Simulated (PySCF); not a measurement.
Isomers of C6H8ClF, one GFN2-xTB conformer each. Single-point energies are computed at PBE0/pcSseg-1 (PySCF, gas phase, no added dispersion term), electronic only.

| SMILES | GFN2-xTB relative energy (kcal/mol) |
| --- | --- |
| C[C@@H]1C[C@H](Cl)/C1=C/F | 0.0 |
| CC1([C@@H](Cl)CF)C=C1 | 37.0 |

Conformers: `[CH3:1][C:2]1([C@@H:3]([Cl:4])[CH2:5][F:6])[CH:7]=[CH:8]1` with C1–C2–C3–Cl4 -66°, C2–C3–C5–F6 61°.

**Question.** What does PBE0/pcSseg-1 give for the same structures?

**Answer.** 
```json
{"SMILES": "C[C@@H]1C[C@H](Cl)/C1=C/F", "PBE0/pcSseg-1 E (Eh)": "-792.86384", "PBE0/pcSseg-1 (kcal/mol)": "0.0", "GFN2-xTB (kcal/mol)": "0.0", "point group": "C1"}
{"SMILES": "CC1([C@@H](Cl)CF)C=C1", "PBE0/pcSseg-1 E (Eh)": "-792.81803", "PBE0/pcSseg-1 (kcal/mol)": "28.7", "GFN2-xTB (kcal/mol)": "37.0", "point group": "C1"}
```

Both levels put the same isomer lowest. As drawn, the lower has a four-membered ring, which the higher lacks; the higher has a three-membered ring and a quaternary carbon, which the lower lacks.

**Question.** Which frontier levels, dipoles and rotational constants go with these structures?

**Answer.** 
| SMILES | HOMO (eV, PBE0/pcSseg-1) | LUMO (eV) | dipole (D) | A, B, C (MHz) |
| --- | --- | --- | --- | --- |
| C[C@@H]1C[C@H](Cl)/C1=C/F | -7.35 | -0.45 | 1.77 | 2228, 1270, 935.7 |
| CC1([C@@H](Cl)CF)C=C1 | -7.60 | -0.36 | 1.10 | 1803, 1612, 1092 |
